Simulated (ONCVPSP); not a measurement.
**Building the ONCV potential for manganese (Mn) (PBE, scalar-relativistic).**

Mn, optimised norm-conserving Vanderbilt (ONCV), made with ONCVPSP 4.0.1 (PBE, scalar-relativistic). Core [Ne], reference 3s2 3p6 3d6 4s1. Waves: 3s+4s: rc 1.30 bohr, ncon 3, nbas 8, qcut 9.6 1/bohr, 2 projectors; 3p: rc 1.30 bohr, ncon 4, nbas 7, qcut 10.1 1/bohr, 2 projectors, debl 1.7 Ha; 3d: rc 1.30 bohr, ncon 3, nbas 6, qcut 11.7 1/bohr, 2 projectors, debl 1.8 Ha. Local part: polynomial inside 1.30 bohr (lpopt 1, dvloc0 6 Ha). Core correction: polynomial model core, fcfact 0.2.

In the p channel the program set the typed energies aside and used -1.855, 0.250 Ha.

All-electron outer shells of the reference configuration (PBE, scalar-relativistic, ld1.x):

```csv
shell,level (eV),outermost node (bohr),outermost maximum (bohr)
2p,-625.48,–,0.19
3s,-81.62,0.34,0.74
3p,-50.47,0.31,0.75
4s,-4.13,1.06,2.63
3d,-3.37,–,0.77
```

Results:

```json
{
 "Cutoffs needed": "52 Ha and 59 Ha (the cutoffs (Ha) at which the residual kinetic energy of the hardest occupied pseudo-wave falls to 1 and 0.1 mHa per electron)",
 "Ghost test": "no bound ghost flagged; no localised positive-energy state flagged",
 "Configuration tests": "1 of 4 tests not solved or not reliable",
 "rms error of d²Exc/dni dnj": "1.55 mHa without and 1.33 mHa with the model core"
}
```

Generation and tests took about 5.2 s on one core of a shared server CPU.
